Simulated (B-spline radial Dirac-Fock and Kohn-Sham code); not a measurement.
Relativistic shifts of the levels of Dy⁵⁰⁺

System: the Dy⁵⁰⁺ ion, [Ne] 3s2 3p4.

Both columns are ΔSCF binding energies of the configuration average from an atomic code on a B-spline grid: non-relativistic Hartree-Fock with a point nucleus, and Dirac-Fock with a finite nucleus and the Coulomb interaction alone, averaged over the two j levels with weights 2j+1.

```tsv
shell	Hartree-Fock (eV)	Dirac-Fock (eV)	shift (eV)	shift (%)
1s	54094.4	57568.4	+3473.97	+6.42
2s	11515.2	12467.6	+952.42	+8.27
3s	4606.9	4893.0	+286.12	+6.21
3p	4468.9	4593.8	+124.88	+2.79
```

Relativity binds 1s, 2s, 3s, 3p more strongly, among those listed most of all 2s in relative terms.

Values without a named source are computed, but for edge energies of neutral atoms, which are taken from tables.
